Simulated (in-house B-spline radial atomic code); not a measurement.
Spin-orbit splittings of orbital energies (j = l + 1/2 less j = l - 1/2) and ratios of mean radii (lower j over upper j) along the 15-electron series, configuration [Ne] 3s2 3p3. Computed with an all-electron radial atomic-structure program (B-spline basis): Dirac-Hartree-Fock, average of the configuration, finite nuclei.

```json
{"ion": "Pm46+", "Z": "61", "splitting of 2p (eV)": "576.95", "radius ratio of 2p": "0.92918", "splitting of 3p (eV)": "145.61", "radius ratio of 3p": "0.96026"}
{"ion": "Sm47+", "Z": "62", "splitting of 2p (eV)": "620.69", "radius ratio of 2p": "0.92666", "splitting of 3p (eV)": "157.15", "radius ratio of 3p": "0.95882"}
{"ion": "Eu48+", "Z": "63", "splitting of 2p (eV)": "667.05", "radius ratio of 2p": "0.92408", "splitting of 3p (eV)": "169.42", "radius ratio of 3p": "0.95735"}
{"ion": "Gd49+", "Z": "64", "splitting of 2p (eV)": "716.15", "radius ratio of 2p": "0.92146", "splitting of 3p (eV)": "182.43", "radius ratio of 3p": "0.95585"}
{"ion": "Tb50+", "Z": "65", "splitting of 2p (eV)": "768.12", "radius ratio of 2p": "0.91877", "splitting of 3p (eV)": "196.23", "radius ratio of 3p": "0.95431"}
{"ion": "Dy51+", "Z": "66", "splitting of 2p (eV)": "823.08", "radius ratio of 2p": "0.91603", "splitting of 3p (eV)": "210.86", "radius ratio of 3p": "0.95273"}
{"ion": "Ho52+", "Z": "67", "splitting of 2p (eV)": "881.19", "radius ratio of 2p": "0.91324", "splitting of 3p (eV)": "226.36", "radius ratio of 3p": "0.95112"}
```

Q: With what power of Z does the column «splitting of 2p (eV)» change over this range?

A: A fit of the logarithm of its size against log Z from Z = 61 to 67 has slope 4.51. An unscreened hydrogenic electron would give 4 at low Z; screening makes the apparent power larger near the neutral end, and relativity raises it again at high Z.
